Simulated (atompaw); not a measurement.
**Reading a pseudo-wave (N (Z = 7))**

Columns: radius, all-electron u(r) and pseudo u(r) of the 2s shell (level -18.58 eV) of nitrogen in the configuration [He] 2s2 2p3; PBE, scalar-relativistic, PAW (atompaw) scheme, atompaw 4.2.0.5.

```csv
r (bohr),all-electron,pseudo
0.050,-0.2829,0.0756
0.100,-0.3824,0.1507
0.150,-0.3702,0.2245
0.200,-0.2924,0.2966
0.250,-0.1790,0.3664
0.300,-0.0495,0.4334
0.350,0.0837,0.4971
0.400,0.2127,0.5570
0.450,0.3329,0.6128
0.500,0.4416,0.6641
0.550,0.5379,0.7107
0.600,0.6214,0.7522
0.650,0.6921,0.7886
0.700,0.7506,0.8198
0.750,0.7977,0.8456
0.800,0.8342,0.8663
0.850,0.8612,0.8817
0.900,0.8797,0.8921
0.950,0.8907,0.8977
1.000,0.8951,0.8988
1.050,0.8938,0.8956
1.100,0.8877,0.8884
1.150,0.8775,0.8777
1.200,0.8639,0.8639
1.250,0.8474,0.8474
1.300,0.8286,0.8286
```

Q: How many radial nodes do the two functions have?

A: The all-electron 2s function has n − l − 1 = 1; the pseudo-wave has 0, since the states of the same l below it are removed with the core.

Q: Is the pseudo-wave norm-conserving?

A: No, it belongs to a PAW set: the norm inside the radius is not constrained, and the difference is carried by the augmentation charge.
